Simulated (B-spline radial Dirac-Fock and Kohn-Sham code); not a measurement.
Elastic and transport cross sections of chromium for electrons

These are calculated numbers from a radial finite-basis atomic code; the model is relativistic (Dirac) partial waves in the static field of the Dirac-Fock atom with Furness-McCarthy exchange, without polarisation or absorption potentials. Below a few hundred eV the neglected polarisation potential matters, most of all at small angles. σ_tr1 and σ_tr2 weight the cross section with 1 − P₁ and 1 − P₂ of cos θ; "backward" is the share scattered beyond 90°.

```csv
energy (eV),σ (a₀²),σ_tr1 (a₀²),σ_tr2 (a₀²),σ/σ_tr1,backward (%)
50,17.3,10.2,12.9,1.68,31
67.4,18.2,10.1,12.1,1.80,30
97.6,17.9,9.41,9.57,1.90,28
100,17.8,9.33,9.37,1.91,28
104,17.7,9.20,9.05,1.92,28
123,17.0,8.56,7.71,1.98,26
149,15.9,7.68,6.33,2.08,24
200,14.1,6.19,4.74,2.28,20
300,?,?,?,?,?
305,11.4,4.16,3.38,2.75,15
331,11.0,3.81,3.19,2.87,15
386,10.1,3.22,2.87,3.14,13
500,8.81,2.38,2.38,3.71,11
516,8.67,2.29,2.32,3.79,11
```

Question: Fill in the row for 300 eV.

Answer: σ = 11.5 a₀², σ_tr1 = 4.23 a₀², σ_tr2 = 3.42 a₀², σ/σ_tr1 = 2.72, backward 15 %. The ratio σ/σ_tr1 is roughly the number of elastic collisions that randomise the direction.
